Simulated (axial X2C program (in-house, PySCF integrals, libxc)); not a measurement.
Nuclear properties of GeOGe

Computed with an in-house all-electron X2C program for linear molecules (integrals from PySCF): two-component X2C with atomic mean-field Coulomb and Gaunt terms, Gaussian nuclei, basis Ge dyall-v3z, O dyall-av3z with contracted cores.

Ge–O–Ge held linear, with bonds 1.760 and 1.760 Å (near the PBE0 minimum at charge 0 of the determinant lowest at the starting distance; the state shown can have its own minimum elsewhere, held linear; other orders of the atoms were not compared).

Input and command:
```json
{"zs": [32, 8, 32], "q": 0, "bas": ["dyall-v3z", "dyall-av3z", "dyall-v3z"], "r0": [1.84, 1.84], "symm": 1, "scan": ["PBE0", "HF", "TPSSh"], "levels": ["PBE0", "HF", "PBE"], "nst": 2}
```
```bash
python solin.py task.json out
```

Keys: zs atomic numbers; q charge; bas basis sets; r0 starting distance in Å; symm equal bonds; scan levels of the two-bond scan; levels methods; nst determinants followed.

Determinant lowest in the PBE0 search, Ω = 1 (⟨Sz⟩ = 1.00, ⟨Lz⟩ = 0.00 at PBE0), spin on the atoms Ge 0.56, O -0.11, Ge 0.56:

```tsv
level	A∥/gI Ge (MHz)	qzz Ge (a.u.)	A∥/gI O (MHz)	qzz O (a.u.)
PBE0	-228	-0.86	-0.841	0.49
HF	-164	-1.08	-27.2	0.26
PBE	-248	-0.75	-2.05	0.51
```

Determinant 0.37 eV from it at PBE0 and this distance, Ω = 1 (⟨Sz⟩ = -1.00, ⟨Lz⟩ = 2.00 at PBE0), spin on the atoms Ge -0.52, O 0.03, Ge -0.52:

```json
{"level": "PBE0", "A∥/gI Ge (MHz)": "736", "qzz Ge (a.u.)": "-1.21", "A∥/gI O (MHz)": "103", "qzz O (a.u.)": "0.88"}
{"level": "HF", "A∥/gI Ge (MHz)": "650", "qzz Ge (a.u.)": "-1.52", "A∥/gI O (MHz)": "60.1", "qzz O (a.u.)": "0.92"}
{"level": "PBE", "A∥/gI Ge (MHz)": "750", "qzz Ge (a.u.)": "-1.12", "A∥/gI O (MHz)": "115", "qzz O (a.u.)": "0.84"}
```

A∥ (defined per Ω) follows by multiplying with gI = μI/(I μN); qzz is the electric field gradient, eQq0 = 234.96 MHz × Q/barn × qzz. The operators were transformed with the bare-nucleus X2C matrices; with these basis sets, hyperfine constants and field gradients can be off by tens of per cent, and where levels differ in sign neither size nor sign is settled.

(1) With gI(73Ge) = -0.1954, Q(73Ge) = -0.196 barn, Q(17O) = -0.02558 barn (g factors from the IAEA table of nuclear moments by Stone; Q from Pyykkö, Mol. Phys. 2018), turn the PBE0 values of the first state into constants in MHz.

The molecule was held linear; bending was not examined, so a bent shape may lie lower.

Each state is one determinant with collinear spin, which with several unpaired electrons need not be a pure state. Unrestricted Hartree–Fock can overshoot spin polarisation at the nuclei. With several open shells hyperfine constants can be off by a factor of several. Open-shell Ω = 0 determinants with evenly filled partner blocks cannot be reached by this program, so the Ω shown need not be the lowest component. At HF a later determinant lies lower. States lie within half an eV, so the first need not be the ground state. Where a field gradient or hyperfine factor spreads by more than a factor of two over the levels, a constant derived from it is not to be relied on. PBE0 term energies can be off by some tenths of an eV.

Answers

(1) A∥(73Ge) = -228 × -0.1954 = 44.6 MHz; eQq0(73Ge) = 234.96 × (-0.196) × (-0.86) = 39.6 MHz; eQq0(17O) = 234.96 × (-0.02558) × (0.49) = -2.95 MHz.
